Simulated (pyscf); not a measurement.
`[NH2][Si]([SiH3])([SiH3])[SiH2][Cl]`, singlet

Gas-phase minimum from PySCF at ωB97X-D3(BJ)/def2-SVP, one conformer. 

SMILES: [SiH3][Si]([SiH3])([SiH2]Cl)N
```xyz
16

N      1.1438    -1.3940    -1.5882
Si     0.2730    -0.1605    -0.7063
Si    -0.6026     1.6342    -1.9384
Si    -1.4814    -1.1320     0.4799
Si     1.6360     0.8373     0.8872
Cl     0.4419     2.4186     1.5404
H      1.9610    -1.1237    -2.1276
H      0.6104    -2.0935    -2.0958
H     -1.1968     1.1152    -3.2101
H     -1.6699     2.3395    -1.1722
H      0.4690     2.6131    -2.2959
H     -2.2038    -0.0607     1.2246
H     -0.9687    -2.1468     1.4477
H     -2.4363    -1.8039    -0.4535
H      1.9615    -0.0145     2.0643
H      2.9024     1.4065     0.3449
```
Charge 0, spin multiplicity 1.

Bonded distances (Å): N1–Si2 1.749, N1–H7 1.016, N1–H8 1.016, Si2–Si3 2.346, Si2–Si4 2.330, Si2–Si5 2.322, Si3–H9 1.497, Si3–H10 1.491, Si3–H11 1.495, Si4–H12 1.491, Si4–H13 1.493, Si4–H14 1.495, Si5–Cl6 2.086, Si5–H15 1.489 (the first ones only). Bond angles (°): Si2–N1–H7 118.7, Si2–N1–H8 118.5, H7–N1–H8 109.9, N1–Si2–Si3 117.4, N1–Si2–Si4 109.7, N1–Si2–Si5 110.9, Si3–Si2–Si4 107.8, Si3–Si2–Si5 104.5, Si4–Si2–Si5 105.8, Si2–Si3–H9 109.2, Si2–Si3–H10 111.0, Si2–Si3–H11 111.0, H9–Si3–H10 108.4, H9–Si3–H11 108.0 (the first ones only).

Properties at ωB97X-D3(BJ)/def2-SVP:

Harmonic wavenumbers, unscaled: 30, 53, 75, 88, 100, 121, 144, 159, 174, 216, 357, 427, 442, 456, 477, 518, 530, 550, 564, 585, 687, 813, 838, 847, 880, 911, 947, 950, 954, 955, 963, 1563, 2226, 2236, 2236, 2247, 2253, 2256, 2261, 2264, 3602, 3694 cm⁻¹
Zero-point energy: 61.0 kcal/mol
Rotational symmetry number: 1
Entropy of this conformer at 298 K and 1 atm, rigid rotor and harmonic oscillator, modes under 100 cm⁻¹ raised to 100: 462.6 J/(mol K)
Dipole moment: 2.84 D

Single-point totals, which compare only within one level:

| level | total energy (hartree) |
|---|---|
| ωB97X-D3(BJ)/def2-TZVP | -1679.23484 |
| PBE/def2-TZVP | -1678.20855 |
| r²SCAN/def2-TZVP | -1678.91052 |
| B3LYP-D3(BJ)/def2-TZVP | -1679.21906 |
| PBE0-D3(BJ)/def2-TZVP | -1678.39108 |
| M06-2X/def2-TZVP | -1678.94096 |
| ωB97M-D3(BJ)/def2-TZVP | -1679.30874 |

The lowest mode is so soft that the shape along it may change with the basis. Soft torsions are taken as harmonic, which can shift the entropy by several J/(mol K).
